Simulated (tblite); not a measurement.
[AlCl3(PMe3)], C3H9AlCl3P.
SMILES: `C[P+](C)(C)[Al-]([Cl])([Cl])[Cl]`

Calculated harmonic vibrations of the isolated species, GFN2-xTB (tblite), most abundant isotopes, no scaling. Against measured fundamentals such values can be off by several per cent, at times by over 20.

Harmonic wavenumbers (cm⁻¹): 25.2, 35.4, 35.6, 92.6, 92.7, 120.0, 131.6, 131.6, 137.1, 178.0, 178.7, 223.3, 237.3, 237.3, 333.6, 379.8, 559.7, 559.7, 706.5, 768.7, 768.8, 784.1, 828.1, 828.2, 918.5, 918.7, 946.7, 1313.2, 1313.3, 1319.8, 1411.4, 1425.5, 1425.5, 1430.5, 1430.5, 1442.3, 2990.0, 2990.3, 2994.4, 3010.8, 3015.4, 3015.5, 3016.1, 3017.9, 3017.9.

A = 883.8, B = 623.7, C = 623.6 MHz; mass 207.932 u (most abundant isotopes); point group C3v, symmetry number 3.

Problem. What is the zero-point energy?

Solution. ½Σν̃ = 25369 cm⁻¹ = 72.53 kcal/mol.

Problem. Give the ideal-gas entropy at 500 K and 1 bar in the rigid-rotor, harmonic-oscillator model (classical rotation).

Solution. Translation 44.49, rotation 30.57, vibration 74.81: S = 149.9 cal/(mol K).

Problem. And Cp and H(500 K) − H(0)?

Solution. Cp = 59.24 cal/(mol K), of which vibrations give 51.29 (their classical limit is 45 R = 89.4); H(500 K) − H(0) = 20.25 kcal/mol without the zero-point energy, 16.28 from vibrations.

Problem. Which modes carry the vibrational entropy at 500 K?

Solution. 25.2 cm⁻¹: 7.20; 35.4 cm⁻¹: 6.53; 35.6 cm⁻¹: 6.52; 92.6 cm⁻¹: 4.62; 92.7 cm⁻¹: 4.62; 120.0 cm⁻¹: 4.11 cal/(mol K); the other 39 give 41.22 together.

Problem. Blend soft modes into free rotors: weight 1/[1 + (100 cm⁻¹/ν̃)⁴] for the oscillator and the rest for a rotor with moment μB/(μ + B), μ = h/(8π²ν), B = 10⁻⁴⁴ kg m². What vibrational entropy results?

Solution. 65.80 cal/(mol K) in place of 74.81, which changes −T·S at 500 K by +4.50 kcal/mol.

Problem. How do the functions run with temperature in this model?

Solution. 
| T (K) | S (cal/(mol K)) | Cp (cal/(mol K)) | H − H(0) (kcal/mol) | G − H(0) (kcal/mol) | ln q(vib) |
| --- | --- | --- | --- | --- | --- |
| 50 | 65.7 | 19.5 | 0.66 | -2.62 | 1.81 |
| 100 | 82.4 | 28.9 | 1.90 | -6.34 | 4.59 |
| 298.15 | 122.6 | 46.5 | 9.50 | -27.06 | 13.97 |
| 373.15 | 133.6 | 51.8 | 13.19 | -36.68 | 16.86 |
| 750 | 176.0 | 69.6 | 36.45 | -95.56 | 28.72 |
| 1000 | 197.1 | 76.7 | 54.79 | -142.28 | 35.05 |

q(vib) and H(0) count from the zero-point level.

Hindered rotation and anharmonicity are outside this model.

The run took 0.9 s wall on an Intel Xeon 6975P-C with one thread, on a shared host. This covers the Hessian and the dipole derivatives.

Shape of the structure used: `[CH3:1][P+:2]([CH3:3])([CH3:4])[Al-:5]([Cl:6])([Cl:7])[Cl:8]`: C1–P2–Al5–Cl6 -61°.
